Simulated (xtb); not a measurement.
Input for xtb: GFN-FF on C9H12 (SMILES CCCc1ccccc1).

```
$ xtb mol.xyz --gfnff --sp --chrg 0 --uhf 0
21

C      2.36933753     0.52618498    -0.69126449
C      2.06089880    -0.78821724     0.01865128
C      1.00445374    -0.65316179     1.12793819
C     -0.34635791    -0.22643210     0.61458329
C     -0.79059343     1.08780657     0.74913373
C     -2.02129756     1.48443782     0.23806353
C     -2.83155782     0.56721389    -0.41886191
C     -2.40247649    -0.74839664    -0.55779583
C     -1.17225850    -1.13792791    -0.04534309
H      2.73399757     1.27650150     0.01507087
H      1.48015704     0.93273303    -1.17537225
H      3.13522620     0.38903523    -1.45652236
H      2.97681061    -1.19216971     0.45929012
H      1.71620445    -1.52676765    -0.71092232
H      0.90982161    -1.61297056     1.64274244
H      1.35618373     0.06887763     1.86980265
H     -0.16389900     1.80888168     1.26023657
H     -2.34703197     2.51039201     0.35461239
H     -3.79094897     0.87259162    -0.81601536
H     -3.02939133    -1.47239680    -1.06290159
H     -0.84727833    -2.16621553    -0.15513165
```

Program output:

```
[...]
           -------------------------------------------------
          |                Calculation Setup                |
           -------------------------------------------------



          ==================== Thresholds ====================
          CN  :   150.00000
          rep :   500.00000
          disp:  2500.00000
          HB1 :   250.00000
          HB2 :   450.00000

          Pauling EN used:
          Z : 1  EN :  2.20
          Z : 6  EN :  2.55
          electric field strengths (au): 0.000

           -------------------------------------------------
          |           Force Field Initialization            |
           -------------------------------------------------

          distances ...
          ----------------------------------------
          generating topology and atomic info file ...
          pair mat ...
          computing topology distances matrix with Floyd-Warshall algo ...
          making topology EEQ charges ...
          #fragments for EEQ constrain: 1
          ----------------------------------------
          generating topology and atomic info file ...
          pair mat ...
          computing topology distances matrix with Floyd-Warshall algo ...
          making topology EEQ charges ...
          #fragments for EEQ constrain: 1
          rings ...
          # BATM   180
          # H in HB   5
          doing iterative Hueckel for 1 subsystem(s) ...

  atom   neighbors  erfCN metchar sp-hybrid imet pi  qest     coordinates
    1  C       4    3.48   0.00         3    0    0  -0.056    4.477399    0.994346   -1.306301
    2  C       4    3.48   0.00         3    0    0  -0.037    3.894534   -1.489515    0.035246
    3  C       4    3.49   0.00         3    0    0  -0.035    1.898142   -1.234297    2.131494
    4  C       3    2.81   0.00         2    0    1  -0.018   -0.654522   -0.427895    1.161394
    5  C       3    2.82   0.00         2    0    1  -0.036   -1.494005    2.055656    1.415658
    6  C       3    2.81   0.00         2    0    1  -0.036   -3.819699    2.805181    0.449875
    7  C       3    2.81   0.00         2    0    1  -0.036   -5.350869    1.071879   -0.791534
    8  C       3    2.81   0.00         2    0    1  -0.036   -4.540023   -1.414265   -1.054081
    9  C       3    2.82   0.00         2    0    1  -0.036   -2.215248   -2.150372   -0.085686
   10  H       1    0.97   0.00         0    0    0   0.025    5.166507    2.412238    0.028480
   11  H       1    0.97   0.00         0    0    0   0.025    2.797091    1.762610   -2.221132
   12  H       1    0.97   0.00         0    0    0   0.025    5.924719    0.735170   -2.752428
   13  H       1    0.97   0.00         0    0    0   0.024    5.625357   -2.252874    0.867933
   14  H       1    0.97   0.00         0    0    0   0.024    3.243156   -2.885173   -1.343448
   15  H       1    0.97   0.00         0    0    0   0.025    1.719314   -3.048073    3.104333
   16  H       1    0.97   0.00         0    0    0   0.025    2.562816    0.130160    3.533415
   17  H       1    0.97   0.00         0    0    0   0.031   -0.309724    3.418291    2.381502
   18  H       1    0.97   0.00         0    0    0   0.031   -4.435248    4.743953    0.670120
   19  H       1    0.97   0.00         0    0    0   0.031   -7.163855    1.648959   -1.542046
   20  H       1    0.97   0.00         0    0    0   0.031   -5.724720   -2.782427   -2.008593
   21  H       1    0.97   0.00         0    0    0   0.031   -1.601124   -4.093554   -0.293156

          #atoms :   21
          #bonds :   21
          #angl  :   36
          #tors  :   54
          #nmol  :   1
          #optfrag :   1
Note: The following floating-point exceptions are signalling: IEEE_UNDERFLOW_FLAG IEEE_DENORMAL
normal termination of xtb
           -------------------------------------------------
          |                   G F N - F F                   |
          |          A general generic force-field          |
          |                  Version 1.0.3                  |
           -------------------------------------------------
          Number of HB bonds (bound hydrogen)     360
          Number of HB bonds (unbound hydrogen)   90
          Number of XB bonds                      0

 E+G (total)                   0 d,  0 h,  0 min,  0.001 sec
 distance/D3 list               ...        0 min,  0.000 sec (  0.587%)
 non bonded repulsion           ...        0 min,  0.000 sec ( 19.391%)
 dCN                            ...        0 min,  0.000 sec (  4.557%)
 EEQ energy and q               ...        0 min,  0.000 sec ( 11.976%)
 D3                             ...        0 min,  0.000 sec ( 13.246%)
 EEQ gradient                   ...        0 min,  0.000 sec (  2.280%)
 bonds                          ...        0 min,  0.000 sec (  8.147%)
 bend and torsion               ...        0 min,  0.000 sec ( 13.218%)
 bonded ATM                     ...        0 min,  0.000 sec (  8.836%)
 HB/XB (incl list setup)        ...        0 min,  0.000 sec ( 14.643%)

         :::::::::::::::::::::::::::::::::::::::::::::::::::::
         ::                     SUMMARY                     ::
         :::::::::::::::::::::::::::::::::::::::::::::::::::::
         :: total energy              -3.698823685925 Eh    ::
         :: gradient norm              0.019715657316 Eh/a0 ::
         ::.................................................::
         :: bond energy               -3.908001113225 Eh    ::
         :: angle energy               0.001127948326 Eh    ::
         :: torsion energy             0.000900106318 Eh    ::
         :: repulsion energy           0.231781587946 Eh    ::
         :: electrostat energy        -0.007031244798 Eh    ::
         :: dispersion energy         -0.013775230741 Eh    ::
         :: HB energy                  0.000000000000 Eh    ::
         :: XB energy                  0.000000000000 Eh    ::
         :: bonded atm energy         -0.003825739753 Eh    ::
         :: external energy            0.000000000000 Eh    ::
         :: add. restraining           0.000000000000 Eh    ::
         :: total charge               0.000000000000 e     ::
         :::::::::::::::::::::::::::::::::::::::::::::::::::::

           -------------------------------------------------
          |                Property Printout                |
           -------------------------------------------------

molecular dipole:
                 x           y           z       tot (Debye)
 q only:        0.207      -0.005      -0.029       0.531

           -------------------------------------------------
          | TOTAL ENERGY               -3.698823685925 Eh   |
          | GRADIENT NORM               0.019715657316 Eh/α |
           -------------------------------------------------
########################################################################
[WARNING] Runtime exception occurred
-1- gfnff_setup: Could not read topology file.
########################################################################

------------------------------------------------------------------------
------------------------------------------------------------------------
 total:
 SCF:
```

The run finished.

Cost: about 0.05 core-seconds (a rough figure).
